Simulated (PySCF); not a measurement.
Basis-set dependence of population analyses: `Fc1ccc([SiH3])s1`

Species: C4H5FSSi.
Numbering: `[F:1][c:2]1[cH:3][cH:4][c:5]([SiH3:6])[s:7]1` (hydrogens: H8 on C3; H9 on C4; H10, H11, H12 on Si6)

PBE0 throughout (PySCF), one geometry, spherical d and f functions. Geometry: PBE0-D3(BJ)/def2-SVP; no solvent, vibrations or thermal averaging. The first 7 of 10 kinds of atom are listed.

Mulliken charges (e):

| basis | functions | F1 | C2 | C3 | C4 | C5 | Si6 | S7 |
| --- | --- | --- | --- | --- | --- | --- | --- | --- |
| STO-3G | 48 | -0.057 | -0.016 | -0.144 | -0.112 | -0.293 | +0.546 | +0.254 |
| 6-31G | 81 | -0.288 | -0.069 | -0.110 | -0.103 | -0.670 | +0.584 | +0.542 |
| pcSseg-0 | 81 | -0.317 | -0.058 | -0.153 | -0.160 | -0.894 | +0.649 | +0.545 |
| 6-31G* | 116 | -0.281 | +0.167 | -0.209 | -0.141 | -0.394 | +0.359 | +0.297 |
| cc-pVDZ | 131 | -0.134 | +0.055 | -0.004 | +0.033 | -0.314 | +0.292 | +0.155 |
| def2-SVP | 131 | -0.167 | +0.161 | -0.058 | +0.003 | -0.351 | +0.439 | +0.088 |
| aug-cc-pVDZ | 214 | -0.544 | +0.193 | +0.544 | +0.700 | -0.271 | -0.782 | +0.434 |
| 6-311+G(2d,p) | 235 | -0.261 | +0.352 | -0.169 | -0.423 | +0.428 | +0.345 | -0.364 |
| def2-TZVP | 259 | -0.159 | +0.194 | -0.195 | -0.197 | -0.068 | +0.151 | +0.046 |
| cc-pVTZ | 288 | -0.125 | +0.173 | -0.206 | -0.138 | -0.146 | +0.186 | +0.058 |
| IGLO-III | 313 | -0.224 | +0.116 | -0.148 | -0.119 | -0.373 | +0.744 | +0.306 |

IAO charges (e):

| basis | functions | F1 | C2 | C3 | C4 | C5 | Si6 | S7 |
| --- | --- | --- | --- | --- | --- | --- | --- | --- |
| STO-3G | 48 | -0.070 | -0.007 | -0.231 | -0.168 | -0.424 | +0.640 | +0.352 |
| 6-31G | 81 | -0.213 | +0.123 | -0.231 | -0.154 | -0.399 | +0.460 | +0.287 |
| pcSseg-0 | 81 | -0.196 | +0.115 | -0.231 | -0.148 | -0.423 | +0.456 | +0.289 |
| 6-31G* | 116 | -0.225 | +0.150 | -0.235 | -0.143 | -0.448 | +0.585 | +0.315 |
| cc-pVDZ | 131 | -0.226 | +0.152 | -0.240 | -0.150 | -0.442 | +0.577 | +0.318 |
| def2-SVP | 131 | -0.226 | +0.148 | -0.236 | -0.145 | -0.447 | +0.595 | +0.322 |
| aug-cc-pVDZ | 214 | -0.240 | +0.153 | -0.240 | -0.155 | -0.440 | +0.579 | +0.322 |
| 6-311+G(2d,p) | 235 | -0.241 | +0.148 | -0.239 | -0.153 | -0.457 | +0.611 | +0.337 |
| def2-TZVP | 259 | -0.241 | +0.150 | -0.240 | -0.151 | -0.464 | +0.620 | +0.341 |
| cc-pVTZ | 288 | -0.238 | +0.154 | -0.241 | -0.152 | -0.456 | +0.605 | +0.332 |
| IGLO-III | 313 | -0.242 | +0.146 | -0.241 | -0.154 | -0.462 | +0.618 | +0.345 |

Hirshfeld charges (e):

| basis | functions | F1 | C2 | C3 | C4 | C5 | Si6 | S7 |
| --- | --- | --- | --- | --- | --- | --- | --- | --- |
| STO-3G | 48 | -0.012 | +0.029 | -0.101 | -0.071 | -0.136 | +0.357 | +0.118 |
| 6-31G | 81 | -0.068 | +0.053 | -0.090 | -0.056 | -0.137 | +0.283 | +0.086 |
| pcSseg-0 | 81 | -0.063 | +0.051 | -0.096 | -0.064 | -0.138 | +0.301 | +0.099 |
| 6-31G* | 116 | -0.057 | +0.062 | -0.088 | -0.050 | -0.133 | +0.280 | +0.074 |
| cc-pVDZ | 131 | -0.051 | +0.054 | -0.095 | -0.058 | -0.134 | +0.294 | +0.093 |
| def2-SVP | 131 | -0.061 | +0.060 | -0.098 | -0.061 | -0.134 | +0.299 | +0.104 |
| aug-cc-pVDZ | 214 | -0.069 | +0.055 | -0.097 | -0.067 | -0.145 | +0.301 | +0.112 |
| 6-311+G(2d,p) | 235 | -0.071 | +0.054 | -0.095 | -0.066 | -0.148 | +0.305 | +0.112 |
| def2-TZVP | 259 | -0.068 | +0.058 | -0.095 | -0.062 | -0.142 | +0.297 | +0.105 |
| cc-pVTZ | 288 | -0.063 | +0.059 | -0.094 | -0.061 | -0.139 | +0.295 | +0.099 |
| IGLO-III | 313 | -0.073 | +0.056 | -0.099 | -0.069 | -0.141 | +0.295 | +0.121 |

Task: Which scheme is steadiest as the basis changes?

Result: Largest range over the bases for any column: Hirshfeld 0.08 e, IAO 0.18 e, Mulliken 1.53 e. Hirshfeld charges move least and Mulliken charges most, counted in e. Without the minimal STO-3G basis the ranges are Hirshfeld 0.05, IAO 0.16, Mulliken 1.53 e.

Task: How much do the charges still move between the two largest bases, cc-pVTZ and IGLO-III?

Result: At most, over all atoms: Mulliken 0.558 e, IAO 0.013 e, Hirshfeld 0.022 e.

Task: What do the same runs give for the total energy, the frontier levels and the dipole moment?

Result: 
```csv
basis,energy (Eh),HOMO (eV),LUMO (eV),μ (D)
STO-3G,-931.3784,-3.78,3.03,0.53
6-31G,-942.2163,-6.82,-0.61,1.62
pcSseg-0,-940.9806,-7.17,-0.96,1.72
6-31G*,-942.3472,-6.66,-0.56,1.11
cc-pVDZ,-942.4066,-6.75,-0.68,1.01
def2-SVP,-941.9882,-6.88,-0.77,1.07
aug-cc-pVDZ,-942.4250,-6.88,-0.91,1.18
"6-311+G(2d,p)",-942.4873,-6.90,-0.94,1.15
def2-TZVP,-942.5168,-6.89,-0.88,1.09
cc-pVTZ,-942.5116,-6.86,-0.84,1.08
IGLO-III,-942.5170,-6.88,-0.86,1.04
```

The dipole is fixed by the density alone, so its range of 1.19 D shows that the density itself changes with the basis, not only its division among atoms.
